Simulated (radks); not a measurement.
Values are calculated unless marked as measured or tabulated.
The lutetium ion Lu7+ is in [Kr] 4d10 4f(5/2: 6, 7/2: 5) 5s2 5p(1/2: 2, 3/2: 3). Level of theory: Dirac Kohn-Sham, BLYP, spin-unpolarised, spherical densities, finite nucleus; Fermi nuclear charge, rms radius of each element as measured or else 0.836 A^(1/3) + 0.57 fm (a radial shooting solver on a logarithmic mesh with Libxc functionals). Sub-shells are occupied by j as written (lower j first in brackets). One electron is removed from 4f7/2, 5p1/2, 5p3/2, 4f5/2 in turn, with full relaxation. Which removal costs least, and what does each cost?

Answer. 5p3/2 135.00 eV; 4f7/2 139.43 eV; 4f5/2 141.32 eV; 5p1/2 145.02 eV. The 5p3/2 electron leaves first.
